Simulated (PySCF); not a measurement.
A structure optimised at PBE-D3(BJ)/def2-TZVPD, used in a PySCF frequency run:

```
Si
N 1 1.5797
```
Charge 0, spin multiplicity 2.

Q: Write its SMILES, formula and point group.

A: N#[Si], NSi, C∞v

Q: What are its rotational constants (standard atomic weights)?

A: 21.668 GHz (linear rotor, B only)
